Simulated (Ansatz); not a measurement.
`[CH3][SnH]([OH])[F]`. The species carries charge 0 and has multiplicity 1. Sn takes the def2 core potential.

Z-matrix (Å, degrees):
```
C
Sn 1 2.120
H 1 1.090 2 109.8
H 1 1.090 2 110.0 3 120.7
H 1 1.090 2 108.7 3 -119.4
O 2 1.954 1 112.2 3 179.0
F 2 1.928 1 104.4 3 66.3
H 2 1.697 1 121.5 3 -54.9
H 6 0.960 2 113.8 1 -62.0
```

(1) What are the harmonic wavenumbers in cm⁻¹ at PBE0-D4/def2-TZVP (Ansatz, finite differences of forces, unscaled)? (Best estimate.)

(2) Is this a minimum?

(3) Give the ideal-gas thermochemistry at 298.15 K and 1 bar (rigid rotor, harmonic oscillator; point group C1, symmetry number 1).

(4) And at 400, 500, 600, 800 and 1000 K?

Results:

(1) Computed: 59, 107, 142, 164, 200, 540, 551, 557, 609, 638, 772, 779, 843, 1229, 1448, 1449, 1987, 3073, 3174, 3175, 3895.

(2) Yes, all 21 modes are real.

(3) Zero-point energy 151.9 kJ/mol; H(298) − E = 173.6 kJ/mol; entropy 359.7 J/(mol·K), of which translation 173.0, rotation 109.8, vibration 76.9; G(298) − E = 66.4 kJ/mol. Modes under 100 cm⁻¹ are hindered rotations or soft bends, so the harmonic entropy is rough.

(4) 
```json
{"T (K)": "400", "H − E (kJ/mol)": "185.2", "S (J/mol/K)": "393.0", "G − E (kJ/mol)": "28.0"}
{"T (K)": "500", "H − E (kJ/mol)": "197.9", "S (J/mol/K)": "421.3", "G − E (kJ/mol)": "-12.7"}
{"T (K)": "600", "H − E (kJ/mol)": "211.7", "S (J/mol/K)": "446.4", "G − E (kJ/mol)": "-56.1"}
{"T (K)": "800", "H − E (kJ/mol)": "241.5", "S (J/mol/K)": "489.1", "G − E (kJ/mol)": "-149.8"}
{"T (K)": "1000", "H − E (kJ/mol)": "273.6", "S (J/mol/K)": "524.9", "G − E (kJ/mol)": "-251.3"}
```
